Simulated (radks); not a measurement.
Values are calculated unless marked as measured or tabulated.
Effect of the nuclear size on the technetium ion Tc+, [Kr] 4d5 5s1. Level of theory: Dirac Kohn-Sham, relativistic LDA (MacDonald-Vosko exchange, VWN5 correlation), spin-unpolarised, spherical densities, finite nucleus; open shells are shared between the two j in proportion to 2j + 1; Fermi nuclear charge, rms radius 4.4112 fm (a radial shooting solver on a logarithmic mesh with Libxc functionals). The rms radius is varied about that value; shifts are against it.

\begin{tabular}{lrrrrrrr}
rms radius (fm) & total energy shift (eV) & density at nucleus (e/bohr^3) & 1s1/2 shift (meV) & 2s1/2 shift (meV) & 4s1/2 shift (meV) & 4p1/2 shift (meV) & 5s1/2 shift (meV) \\ \hline
3.776 & -0.444 & 1.009e+05 & -187 & -20.2 & -0.613 & 0.058 & -0.060 \\
4.1245 & -0.208 & 9.984e+04 & -87.5 & -9.45 & -0.287 & 0.027 & -0.028 \\
4.4112 & 0 & 9.909e+04 & 0.000 & 0.000 & 0.000 & 0.000 & 0.000 \\
4.7906 & 0.295 & 9.817e+04 & 124 & 13.4 & 0.406 & -0.038 & 0.040 \\
5.4434 & 0.852 & 9.676e+04 & 358 & 38.7 & 1.17 & -0.111 & 0.116 \\
\end{tabular}

Slopes of the eigenvalues against <r^2> in GHz/fm^2, as finite differences over the two radii next to the reference (eigenvalue slopes, not the field-shift constants of lines): 1s1/2 8600, 2s1/2 929, 4s1/2 28.2, 4p1/2 -2.66, 5s1/2 2.78.
